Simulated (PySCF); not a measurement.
Cd (cadmium, neutral): UHF calculation

Configuration: [Kr] 4d10 5s2, closed-shell 1S. Computed with PySCF 2.14 in x2c-SVPall, with scalar relativity by spin-free X2C-1e.

```json
{
  "Total energy": "-5590.775679 hartree",
  "One-electron energy": "-7708.0140 hartree",
  "Hartree (Coulomb) energy": "2270.7105 hartree",
  "Exchange energy": "-153.4722 hartree",
  "⟨S²⟩": "0.0000",
  "⟨L²⟩": "0.000",
  "Sum of ⟨r⟩": "33.61 bohr",
  "Sum of ⟨r²⟩": "52.29 bohr²",
  "Langevin diamagnetic susceptibility": "-41.4 ×10⁻⁶ cm³/mol",
  "Time after the integrals": "0.34 s of wall time on 1 thread of Intel(R) Xeon(R) Platinum 8259CL CPU @ 2.50GHz (shared host)"
}
```

```json
{"shell": "1s", "electrons": "2", "mean orbital energy (hartree)": "-986.37456", "rms radius, mean of both spins (bohr)": "0.0349"}
{"shell": "2s", "electrons": "2", "mean orbital energy (hartree)": "-149.60683", "rms radius, mean of both spins (bohr)": "0.142"}
{"shell": "2p", "electrons": "6", "mean orbital energy (hartree)": "-134.07955", "rms radius, mean of both spins (bohr)": "0.127"}
{"shell": "3s", "electrons": "2", "mean orbital energy (hartree)": "-29.28549", "rms radius, mean of both spins (bohr)": "0.381"}
{"shell": "3p", "electrons": "6", "mean orbital energy (hartree)": "-24.04278", "rms radius, mean of both spins (bohr)": "0.383"}
{"shell": "3d", "electrons": "10", "mean orbital energy (hartree)": "-15.82910", "rms radius, mean of both spins (bohr)": "0.363"}
{"shell": "4s", "electrons": "2", "mean orbital energy (hartree)": "-4.74516", "rms radius, mean of both spins (bohr)": "0.941"}
{"shell": "4p", "electrons": "6", "mean orbital energy (hartree)": "-3.11669", "rms radius, mean of both spins (bohr)": "1.04"}
{"shell": "4d", "electrons": "10", "mean orbital energy (hartree)": "-0.72263", "rms radius, mean of both spins (bohr)": "1.39"}
{"shell": "5s", "electrons": "2", "mean orbital energy (hartree)": "-0.28109", "rms radius, mean of both spins (bohr)": "3.32"}
```

Densities and radii are taken from the X2C orbitals without a picture-change correction, which distorts them close to the nucleus.
